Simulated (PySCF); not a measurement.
**J couplings in SMILES [H][Sn]([H])([CH3])[F], CH5FSn**

Geometry:
```
atom   x (Å)   y (Å)   z (Å)
 Sn1   0.554  -0.753   0.314
  H2   0.421  -1.077   1.991
  H3   2.166  -0.806  -0.260
  C4  -0.529   0.979  -0.314
  H5  -0.094   1.879   0.143
  H6  -1.580   0.889  -0.004
  H7  -0.481   1.070  -1.408
  F8  -0.320  -2.266  -0.548
```

Calculated values (PySCF 2.14 with density-fitted X2C routines): indirect couplings, PBE0/pcJ-1 (dyall-v2z on Sn), isolated molecule, finite nuclei, PBE0-D3(BJ)/def2-SVP geometry.

Non-relativistic values:
```tsv
coupling	atoms	J (Hz)
1J(119Sn,1H)	Sn1 – H2/H3	-1668.0
1J(119Sn,13C)	Sn1 – C4	-342.7
1J(119Sn,19F)	Sn1 – F8	2189.7
2J(119Sn,1H)	Sn1 – H5/H6/H7	48.5
```

What do two-component X2C with spin–orbit coupling give?

Results:


```csv
coupling,atoms,with spin–orbit (Hz)
"1J(119Sn,1H)",Sn1 – H2/H3,-2180.4
"1J(119Sn,13C)",Sn1 – C4,-395.9
"1J(119Sn,19F)",Sn1 – F8,2792.2
"2J(119Sn,1H)",Sn1 – H5/H6/H7,53.9
```

The largest listed coupling, 1J(119Sn,19F), ends at 1.28 times its non-relativistic value. Equivalent partners are averaged, as under fast rotation. In the static structure 2J(119Sn,1H) spreads over -7.6, 85.0, 84.2 Hz.
